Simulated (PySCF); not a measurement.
## Orbital picture of IO

PBE at R = 1.874 Å; I def2-TZVPP with ECP28, O def2-TZVPP; scalar-relativistic core potentials (PySCF 2.14). State: ²Π (doublet), unpaired electrons π ↑. Only the outer orbitals are listed, counted within each symmetry, core potentials removing the inner ones.

```
spin  orbital  occ.  ε (eV)  on I (%)         main shells (%)
   α       5σ     1  -24.51        20          76 O s, 14 I s
   α       6σ     1  -17.58        83          81 I s, 14 O s
   α       7σ     1  -10.22        39          55 O p, 35 I p
   α       3π     1   -9.72        40          59 O p, 39 I p
   α       3π     1   -8.85        52          51 I p, 48 O p
   α       4π     1   -6.87        64          61 I p, 36 O p
   α       4π     1   -5.99        52          49 I p, 48 O p
   α       8σ     0   -3.19        79  65 I p, 26 O p, 10 I d
   α       5π     0    3.43       100                  96 I p
   α       5π     0    3.66       100                  96 I p
   β       5σ     1  -23.74        24          72 O s, 18 I s
   β       6σ     1  -17.16        80          78 I s, 18 O s
   β       7σ     1   -9.88        40          53 O p, 36 I p
   β       3π     1   -8.65        56          55 I p, 43 O p
   β       3π     1   -8.59        62          61 I p, 37 O p
   β       4π     1   -5.72        49          51 O p, 45 I p
   β       4π     0   -5.50        43          57 O p, 40 I p
   β       8σ     0   -2.92        78  63 I p, 27 O p, 10 I d
   β       5π     0    3.68       100                  97 I p
```

Question: Which are the highest filled and the lowest empty level, where do they sit, and how wide is the gap?

Answer: Highest filled β 4π at -5.72 eV (in %: 51 O p, 45 I p); lowest empty β 4π at -5.50 eV (in %: 57 O p, 40 I p); the gap at PBE is 0.22 eV. Both belong to one degenerate shell, split only by its one-sided filling, so this is no excitation gap.

```json
{"bond order (Mayer)": "1.63", "⟨S²⟩": "0.753", "charge on I (Mulliken, basis-dependent)": "0.38", "charge on I (Löwdin, basis-dependent)": "0.42", "dipole moment (positive dipole means I(−)O(+))": "-2.49 D", "polarisability along the bond": "43.7 bohr³", "polarisability across the bond": "24.7 bohr³"}
```

Spin–orbit coupling is left out. The state was picked by a PBE0 search and need not be the measured ground state.
